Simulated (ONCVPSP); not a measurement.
samarium, ONCV: configuration errors across variants

| Quantity | Value |
| --- | --- |
| Element | Sm (Z = 62) |
| Generator | ONCVPSP 4.0.1 |
| Type | optimised norm-conserving Vanderbilt (ONCV) |
| Functional | Wu-Cohen |
| Relativity | scalar-relativistic |
| Frozen core | [Kr] 4d10 4f5 |
| Valence charge | 11 |
| Reference configuration | 5s2 5p6 5d1 6s1.75 6p0.25 |
| Partial waves | 5s+6s: rc 2.45 bohr, ncon 5, nbas 8, qcut 5.3 1/bohr, 2 projectors; 5p+6p: rc 2.35 bohr, ncon 4, nbas 8, qcut 5.8 1/bohr, 2 projectors; 5d: rc 2.85 bohr, ncon 4, nbas 9, qcut 4.5 1/bohr, 3 projectors, debl 0.7 Ha |
| Local potential | polynomial inside 2.35 bohr (lpopt 3, dvloc0 0 Ha) |
| Core correction | Teter function, fcfact 3.5, rcfact 1.2 |

All-electron excitation energies from the reference (eV): (1) 5s2 5p6 5d1 6s2 6p0 -0.684; (2) 5s2 5p6 5d1 6s1 6p0 5.799; (3) 5s2 5p6 5d1 6s0 6p0 17.457; (4) 5s2 5p6 5d2 6s1 6p0 0.778.

Errors AE − PS in meV (a dash: test not solved or not reliable):

| change | (1) | (2) | (3) | (4) | bound ghosts | GHOST(+) flags above zero |
| --- | --- | --- | --- | --- | --- | --- |
| base | +0.1 | -3.0 | +1.7 | -6.3 | none | none |
| all radii but the core radius scaled by about 0.92 (s 2.26, p 2.16, d 2.62 bohr); local potential polynomial inside 2.16 bohr (lpopt 3, dvloc0 0 Ha) | +0.1 | -2.9 | +2.5 | -6.7 | none | none |
| all radii but the core radius scaled by about 1.07 (s 2.64, p 2.52, d 3.06 bohr); local potential polynomial inside 2.52 bohr (lpopt 3, dvloc0 0 Ha) | +0.1 | -3.0 | +0.8 | -5.5 | none | none |
| all radii but the core radius scaled by about 1.19 (s 2.92, p 2.80, d 3.40 bohr); local potential polynomial inside 2.80 bohr (lpopt 3, dvloc0 0 Ha) | +0.1 | -3.1 | -0.8 | -2.6 | none | none |
| all radii but the core radius scaled by about 1.28 (s 3.12, p 3.00, d 3.64 bohr); local potential polynomial inside 3.00 bohr (lpopt 3, dvloc0 0 Ha) | +0.1 | -3.2 | -2.3 | +0.4 | none | s |

Give the same row for: all radii but the core radius scaled by about 0.80 (s 1.96, p 1.88, d 2.28 bohr); local potential polynomial inside 1.88 bohr (lpopt 3, dvloc0 0 Ha).

+0.2, -2.8, +3.5, -6.4; bound ghosts: none; GHOST(+) flags above zero: s.
